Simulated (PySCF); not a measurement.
**How methods differ on the ionisation energy of Eu⁴⁹⁺**

Eu⁴⁹⁺ [Ne] 3s2 3p2 [3p1/2^2, M_J = 0] → Eu⁵⁰⁺ [Ne] 3s2 3p1 [3p1/2^1, M_J = 1/2], as a difference of total energies. Calculation: PySCF 2.14, in an uncontracted even-tempered set (18 s from 13 bohr⁻², ratio 2.4; 14 p from 16 bohr⁻², ratio 2.4; 4 d from 56 bohr⁻², ratio 2.6; 4 f from 85 bohr⁻², ratio 2.6); the two-component X2C-1e Hamiltonian. Correlated levels: 1s2 frozen; the 54 highest virtual spinors dropped. "Screened" scales the spin-orbit matrix elements by Boettger's factors to mimic the two-electron term; Breit and QED terms are absent.

```csv
method,ionisation energy (eV)
GHF (spin-free),4296.8
GMP2 (spin-free),4297.5
GHF (screened spin-orbit),4403.4
GMP2 (screened spin-orbit),4405.3
```

Breit and QED terms and the two-electron picture change are absent.

The spin-free rows relax to the high-spin LS determinant and lack the spin-orbit shift.

The labels give the starting determinants; with spin-orbit coupling the two ends relaxed to ⟨J²⟩ = 0.00, ⟨L²⟩ = 1.34, ⟨S²⟩ = 1.34 and ⟨J²⟩ = 0.75, ⟨L²⟩ = 2.02, ⟨S²⟩ = 0.76.

For comparison: 4400 ± 4 eV (theoretical estimate listed by NIST; NIST Atomic Spectra Database, ionization energies).
